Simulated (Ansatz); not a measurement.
Job for Ansatz (an electronic-structure program): R-PBE/def2-TZVPPD on CH7FSi (a complex), monomers drawn apart or pushed together. Files ending in .json are basis or fitting sets from the Basis Set Exchange.

Ansatz 0.2 input:
```yaml
crystal:
  periodic: [false, false, false]
  atoms:
    - {symbol: F, position_ang: [0.46224565, 0.63421046, -0.36073181]}
    - {symbol: H, position_ang: [0.76977426, 0.16002728, 0.38073523]}
    - {symbol: C, position_ang: [-1.46344474, 0.19889219, 3.93486434]}
    - {symbol: Si, position_ang: [0.03431065, -0.85897874, 4.29820485]}
    - {symbol: H, position_ang: [-1.16685277, 1.20807978, 3.64556270]}
    - {symbol: H, position_ang: [-2.10382358, 0.26947670, 4.81590039]}
    - {symbol: H, position_ang: [-2.05036948, -0.22397577, 3.11825528]}
    - {symbol: H, position_ang: [0.90817005, -0.95198045, 3.08802525]}
    - {symbol: H, position_ang: [-0.34027377, -2.24664980, 4.65245218]}
    - {symbol: H, position_ang: [0.87029622, -0.28408869, 5.37618332]}
basis:
  gaussian:
    orbitals: def2-TZVPPD.json
hamiltonian:
  xc: {name: PBE}
scf: {lower_state_search: off}
```

It printed:

```
Functional definition: PBE
[...]
these checks for a lower state are left out or cut short: stability, starts, cluster_reference, orbital_swaps, neighbouring_geometries, increment
integrals: 0.13 GiB planned
1089 factors; their error is unknown
mean field: 1.04 GiB planned
mean field evaluation 1: about -11729.2760 eV, gradient 6.9e1 eV
mean field evaluation 2: about -11711.1923 eV, gradient 1.1e2 eV
mean field evaluation 4: about -11739.0560 eV, gradient 8.6e0 eV
mean field evaluation 8: about -11739.1967 eV, gradient 1.8e-1 eV
mean field evaluation 16: about -11739.1683 eV, gradient 1.9e-4 eV
mean field -11739.16834655 eV, -431.4064796416 hartree, gradient 3.0e-6 eV, S^2 0.000000; 0 other end points of the search recorded, 0 dependent functions left out
reference -11739.16840790 eV, -431.4064818963 hartree; 18, 18 occupied and 226, 226 virtual orbitals, 1089 factors
Total energy: -11739.16840790 eV, -431.4064818963 hartree
Checks for a lower state left out: stability, starts, cluster_reference, orbital_swaps, neighbouring_geometries, increment
```

Self-consistency was reached.

Cost: about 4 core-seconds (a rough figure).
